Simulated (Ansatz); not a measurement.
Species: C4H5O2 (charge 0, doublet). It need not be the lowest isomer of its formula. 
Geometry from a B3LYP-D3(BJ)/def2-TZVP (Ansatz, a quantum-chemistry and plane-wave program) optimisation:
```xyz
11

C      1.9465    -0.2109     0.0521
C      0.5934    -0.4480    -0.3040
O      0.2470    -1.3394    -1.0878
C     -0.4764     0.4639     0.3310
O     -0.1471     1.3380     1.0983
C     -1.8963     0.1876    -0.0657
H      2.7145    -0.8369    -0.3798
H      2.2049     0.5792     0.7412
H     -2.0029     0.2704    -1.1492
H     -2.1592    -0.8421     0.1850
H     -2.5598     0.8854     0.4384
```
Charge 0, spin multiplicity 2.

Basis-set convergence of Hartree-Fock and MP2 correlation energies (hartree) with Ansatz. Valence correlation only, unless marked. Open shells are spin-unrestricted. No spin-orbit coupling. No relativistic terms.

The UHF reference is spin-contaminated (<S^2> 0.21 over the pure value in the largest basis). 

```json
[
 {"basis": "cc-pVDZ", "functions": "109", "E(HF)": "-304.09953", "E(corr, MP2)": "-0.84222"},
 {"basis": "cc-pVTZ", "functions": "250", "E(HF)": "…", "E(corr, MP2)": "…"}
]
```

Question: Complete the blanks.

Answer: 
- cc-pVTZ, E(HF): -304.18336
- cc-pVTZ, E(corr, MP2): -1.05322
